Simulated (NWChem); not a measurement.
## Basis-set convergence for CH3ISi

```xyz
6

Si    -1.2944     1.1575     0.0000
I      0.3350    -0.7665     0.0000
C     -0.0470     2.6134     0.0000
H     -0.5879     3.5834     0.0000
H      0.6176     2.5766    -0.8911
H      0.6176     2.5766     0.8911
```
Charge 0, spin multiplicity 1.

Program: NWChem. The geometry was optimised at PBE/def2-SVP with def2 effective core potentials on I, a minimum by its harmonic frequencies.

Quantity: vertical ionisation energy at the level ΔB3LYP (Δ: difference of total energies, the cation a doublet at the parent's geometry with its hole in an orbital of symmetry a' (Cs labels); it is the state that the SCF runs reached, from PBE0 orbitals for Hartree-Fock references, and need not be the lowest).

Effective core potentials replace the inner electrons of I; spin-orbit coupling is left out. B3LYP has NWChem's definition, with VWN1-RPA local correlation. The structure started from a generated list of species. The stability of the SCF solutions was not checked.

Costs are rough ratios of processor time within this set of runs, SCF included, with def2-SVP as 1.

| basis | functions | vertical ionisation energy (eV) | relative cost |
|---|---|---|---|
| def2-SVP | 73 | ___ | 1 |
| def2-SVPD | 103 | ___ | under 3 |
| def2-TZVP | 136 | 8.58 | under 3 |
| def2-TZVPP | 165 | 8.58 | 3 |

Question: Complete the blanks.

Answer: 
- def2-SVP, vertical ionisation energy (eV): 8.60
- def2-SVPD, vertical ionisation energy (eV): 8.61
